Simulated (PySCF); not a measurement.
C2H6Al, SMILES [CH3][Al][CH3], multiplicity 2. Atoms are numbered in the order given.

```xyz
9

Al     0.0000     0.0000     0.6456
C      1.6862     0.0000    -0.3895
H      1.7135    -0.8813    -1.0401
H      2.5895     0.0000     0.2208
H      1.7135     0.8813    -1.0401
C     -1.6862     0.0000    -0.3895
H     -1.7135    -0.8813    -1.0401
H     -1.7135     0.8813    -1.0401
H     -2.5895     0.0000     0.2208
```
Charge 0, spin multiplicity 2.

Coordinates come from a B3LYP-D3(BJ)/def2-TZVP optimisation. The spin state was assumed, not searched. The isomer is the one that the SMILES or the coordinates give; other isomers of the formula were not compared.

Computed with PBE/def2-TZVPD (PySCF).

Mulliken values depend strongly on the basis, most of all with diffuse functions as here. ESP charges are fitted to the potential on shells at 1.4 to 2.0 van der Waals radii. Atomic charges (e):

```
atom  meta-Löwdin     ESP fit  Mulliken  Mulliken spin
----  -----------  ----------  --------  -------------
Al1          0.52  (withheld)      0.23           0.73
C2          -0.65  (withheld)     -0.71           0.15
H3           0.13  (withheld)      0.18           0.01
H4           0.13  (withheld)      0.23          -0.04
H5           0.13  (withheld)      0.18           0.01
C6          -0.65  (withheld)     -0.71           0.15
H7           0.13  (withheld)      0.18           0.01
H8           0.13  (withheld)      0.18           0.01
H9           0.13  (withheld)      0.23          -0.04
```

What belongs in the gaps? (The exact figures need the calculation; the answer reports its results.)


- Al1, ESP fit: -0.01
- C2, ESP fit: 0.08
- H3, ESP fit: -0.01
- H4, ESP fit: -0.06
- H5, ESP fit: -0.01
- C6, ESP fit: 0.08
- H7, ESP fit: -0.01
- H8, ESP fit: -0.01
- H9, ESP fit: -0.06
